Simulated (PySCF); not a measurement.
From computed data to an observable: oscillator strength and radiative lifetime

C₃H₁₂Si₃, SMILES [SiH3]C[C@H]1C[SiH2][SiH2]1.

Coordinates come from a PBE-D3(BJ)/def2-SVP optimisation. The structure was generated by enumeration; whether it is a known compound was not checked. The values are those of a single conformer.

TDA-ωB97X/def2-SVPD run with PySCF puts the first singlet state with f over 0.02 at 6.65 eV (vertical), with the transition dipole (0.579, 0.065, -0.313) in atomic units.

Question: Find the oscillator strength, the wavelength and the radiative lifetime that this transition would have in vacuum if emission retraced absorption.

Answer: 
|μ|² = 0.4374 au, so |μ| = 1.68 D. ΔE = 6.65/27.211 = 0.2444 hartree. f = (2/3) ΔE |μ|² = 0.071 (the program prints 0.071).
λ = 1239.84/6.65 = 186 nm; ν = 53636 cm⁻¹.
Einstein's coefficient A = 0.6670 ν² f s⁻¹ (ν in cm⁻¹) = 1.4e8 s⁻¹, so τ = 1/A = 7.3 ns. This state is S1. The figure is the radiative limit of this one transition; relaxation, internal conversion, crossing to triplets and a medium change what is measured.
